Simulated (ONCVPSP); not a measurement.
## Scattering properties, ONCV potential for sulfur (S)

sulfur, optimised norm-conserving Vanderbilt (ONCV), made with ONCVPSP 4.0.1 (LDA (Perdew-Wang 92), scalar-relativistic). Core [Ne], reference 3s2 3p4. Waves: 3s: rc 1.50 bohr, ncon 3, nbas 7, qcut 4.4 1/bohr, 2 projectors, debl 0.8 Ha; 3p: rc 1.55 bohr, ncon 4, nbas 8, qcut 6.3 1/bohr, 2 projectors, debl 2.3 Ha; d scattering state at 0.37 Ha: rc 1.40 bohr, ncon 4, nbas 9, qcut 6.1 1/bohr, 2 projectors, debl 2.9 Ha. Local part: polynomial inside 1.35 bohr (lpopt 4, dvloc0 4 Ha). Core correction: Teter function, fcfact 2.5, rcfact 1.5.

The phase is arctan(r·R′/R) of the radial function R(r), unwrapped; energies in Ha, scanned from -2 to 5 Ha. A pole is an energy at which the radial function vanishes at the test radius. The pseudo phase is shifted by a multiple of π to meet the all-electron one at the reference energy, and phase errors are pseudo minus all-electron; the curves can meet again beyond the range given. Levels narrower than the energy grid can be missing from the lists of poles.

| channel | radius (bohr) | reference energy (Ha) | poles, all-electron | poles, pseudo | unbroken range about the reference energy with phases within 0.05 rad | phase error 1 Ha above the reference energy (rad) |
| --- | --- | --- | --- | --- | --- | --- |
| s | 1.52 | -0.64 | 2.07 | 2.06 | below 4.7 | +0.000 |
| p | 1.57 | -0.26 | 2.26 | 2.26 | the whole range | -0.000 |
| d | 1.42 | 0.37 | 3.20 | 3.20 | the whole range | +0.000 |

Phases in the d channel:

```tsv
E (Ha)	all-electron	pseudo
-1.98	1.064	1.064
-1.62	0.996	0.996
-1.26	0.902	0.902
-0.90	0.765	0.765
-0.54	0.557	0.557
-0.18	0.237	0.237
0.18	-0.193	-0.193
0.54	-0.619	-0.619
0.90	-0.931	-0.930
1.26	-1.135	-1.135
1.62	-1.272	-1.272
1.98	-1.369	-1.369
2.34	-1.442	-1.442
2.70	-1.502	-1.502
3.06	-1.553	-1.553
3.42	-1.599	-1.599
3.78	-1.645	-1.644
4.14	-1.691	-1.691
4.50	-1.743	-1.743
4.86	-1.806	-1.804
```
